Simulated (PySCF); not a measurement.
SMILES F[SiH](F)Br (HBrF₂Si), CAM-B3LYP/def2-SVP optimised geometry.

```
5

Si    -0.44    -0.66     0.00
F     -0.92    -1.37     1.35
F      1.16    -0.66     0.00
Br    -1.16     1.41     0.00
H     -0.94    -1.41    -1.16
```

Density from PySCF with CAM-B3LYP/def2-TZVP at that geometry.

Minimum of the electron density along straight lines between bonded atoms, close to the bond critical point (lines longer than 1.1 times the sum of covalent radii, or with two minima, are not listed):

| bond | length / Å | ρ at the minimum / e bohr⁻³ | ∇²ρ there / e bohr⁻⁵ | position (fraction from the first atom) |
|---|---|---|---|---|
| Si1–F2 | 1.601 | 0.140 | 0.96 | 0.42 |
| Si1–F3 | 1.601 | 0.140 | 0.96 | 0.42 |
| Si1–Br4 | 2.187 | (withheld) | (withheld) | 0.35 |
| Si1–H5 | 1.466 | 0.134 | (withheld) | 0.49 |

Problem. Some entries are withheld; supply them.

Solution. 
- Si1–Br4, ρ at the minimum / e bohr⁻³: 0.099
- Si1–Br4, ∇²ρ there / e bohr⁻⁵: 0.07
- Si1–H5, ∇²ρ there / e bohr⁻⁵: 0.11
